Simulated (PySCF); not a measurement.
Electron correlation in As¹⁵⁺ (arsenic, charge +15)

Starting occupation: [Ar]. Calculation: PySCF 2.14, in an uncontracted even-tempered set (19 s from 0.42 bohr⁻², ratio 2.6; 14 p from 0.55 bohr⁻², ratio 2.6; 6 d from 0.56 bohr⁻², ratio 2.8; 3 f from 14 bohr⁻², ratio 2.8); X2C-1e with screened-nucleus spin-orbit coupling, Gaussian nucleus. Frozen: [Ne]; 8 electrons correlated; the 64 highest virtual spinors left out.

MP2 pair energies summed by pair of shells (mhartree):

```tsv
pair	energy	share (%)
3p3/2-3p3/2	-117.41	38.2
3p1/2-3p3/2	-112.31	36.5
3p1/2-3p1/2	-30.20	9.8
3p3/2-3s1/2	-23.90	7.8
3p1/2-3s1/2	-12.16	4.0
3s1/2-3s1/2	-11.57	3.8
```

Total MP2 correlation energy: -307.55 mhartree.

The virtual space was cut to 50 spinors, which keep -292.50 of the -307.55 mhartree of MP2 correlation.

```
  level  correlation energy (mhartree)
   CCSD                        -321.71
    (T)                          -2.98
CCSD(T)                        -324.69
```

Diagnostics: T1 = 0.00073, largest double amplitude 0.048.

Q: Is a single reference adequate?

A: Yes: T1 lies below 0.03 and no double amplitude reaches 0.07.

The coupled-cluster values are those of the cut space; adding the MP2 remainder, -15.05 mhartree, estimates the full space.

At this charge the one-electron X2C treatment keeps the bare 1/r₁₂, with no two-electron picture change or Breit term. The effect here is smaller than on the frozen 1s shell.
